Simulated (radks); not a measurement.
Values are calculated unless marked as measured or tabulated.
Polarisability of neutral tantalum, [Xe] 4f14 5d3 6s2, at imaginary frequency. Code: a radial shooting solver on a logarithmic mesh with Libxc functionals. Model: scalar-relativistic Kohn-Sham, exchange-only LDA, spin-polarised, spherical densities, finite nucleus; open shells are filled with parallel spins first (spin-orbit coupling, left out, can overturn this in heavy ions); Fermi nuclear charge, rms radius 5.3507 fm. Response by self-consistent Sternheimer equations with the Hartree and adiabatic exchange-only LDA kernel, the relativistic mass of each level held fixed and spin-orbit coupling left out.

| w (hartree) | alpha1(iw) (bohr^3) |
|---|---|
| 0.00266 | 86.72 |
| 0.0143 | 86.07 |
| 0.0360 | 82.71 |
| 0.0697 | 73.93 |
| 0.118 | 59.62 |
| 0.186 | 43.44 |
| 0.280 | 29.37 |
| 0.413 | 18.97 |
| 0.605 | 11.92 |
| 0.892 | 7.300 |
| 1.35 | 4.300 |
| 2.12 | 2.347 |
| 3.59 | 1.117 |
| 6.94 | 0.4255 |
| 17.5 | 0.1027 |

Static values: alpha1 = 86.74 bohr^3 (12.85 angstrom^3; uncoupled 183.4). C6 = 1107, triple-dipole C9 = 66760 atomic units. One-pole (London) frequency 4 C6 / (3 alpha1^2) = 0.196 hartree, against 0.129 for minus the highest occupied eigenvalue. Recommended static value: 74 bohr^3 (Schwerdtfeger and Nagle, 2023 table).
